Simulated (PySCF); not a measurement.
A PySCF script (with the pyscf-properties extension) for the NMR shieldings of `InChI=1S/C2H6S.CHF2O.Al.2H/c1-3-2;2-1(3)4;;;/h1-2H3;1H;;;/q;-1;+1;;`, on a GFN2-xTB geometry:

```python
import basis_set_exchange as bse
import numpy as np
from pyscf import gto, dft
from pyscf.prop import nmr

atoms = """
C    -2.206726   -1.437437    0.432486
S    -0.961745   -0.848620   -0.748588
C    -1.290477    0.933441   -0.696609
Al    0.816825   -0.690825    0.958336
O     1.967331    0.166752    0.084213
C     2.801203    0.928313   -0.586424
F     2.147579    1.618644   -1.567168
F     3.345543    1.888669    0.203214
H    -2.198918   -2.521572    0.386839
H    -1.955047   -1.106754    1.438263
H    -3.180207   -1.061877    0.133103
H    -0.634914    1.396590   -1.428792
H    -1.070551    1.325143    0.298280
H    -2.328188    1.108075   -0.963718
H    -0.010488    0.120530    1.994628
H     1.118434   -2.192197    1.121050
H     3.633348    0.385156   -1.069024
"""
names = dict.fromkeys(["C", "S", "Al", "O", "F", "H"], "pcSseg-1")
basis = {el: gto.basis.parse(bse.get_basis(n, elements=[el], fmt="nwchem")) for el, n in names.items()}
mol = gto.M(atom=atoms, basis=basis, charge=0, verbose=0)
mf = dft.RKS(mol, xc="PBE0")
mf.grids.level = 2
mf.grids.alignment = dft.numint.BLKSIZE   # the property module wants whole blocks of grid points
mf.conv_tol = 1e-9
mf.kernel()

calc = nmr.RKS(mf)   # GIAO
C = mf.mo_coeff
Co = C[:, mf.mo_occ > 0]
resp = mf.gen_response(singlet=True, hermi=2)
def vind(x):   # induced exchange potential for any number of trial vectors
    d = np.einsum("pi,xij,qj->xpq", C, 2 * x.reshape(-1, C.shape[1], Co.shape[1]), Co, optimize=True)
    return np.einsum("xpq,pi,qj->xij", resp(d - d.transpose(0, 2, 1)), C, Co, optimize=True).ravel()
mo1, _ = nmr.rhf.solve_mo1(calc, with_cphf=vind)
sigma = calc.kernel(mo1)
for i, s in enumerate(sigma):   # ppm
    print("%2d %-2s %9.2f" % (i, mol.atom_pure_symbol(i), np.trace(s) / 3))
```

Q: What are the results?

A: 
```
 0 C     166.85
 1 S     615.15
 2 C     159.84
 3 Al    440.51
 4 O     219.16
 5 C      68.20
 6 F     253.93
 7 F     248.42
 8 H      29.71
 9 H      29.09
10 H      29.96
11 H      28.90
12 H      28.83
13 H      29.70
14 H      27.75
15 H      27.49
16 H      25.01
```

These numbers come from an equivalent density-fitted implementation of the same equations, which agrees with the script to about 0.01 ppm for H and up to a few tenths of a ppm for heavy atoms, so last digits may differ.

Size and cost of the density-fitted run: 195 basis functions, 67 s wall time on 1 thread of an Arm Neoverse N1, shared host; peak memory 0.85 GiB.
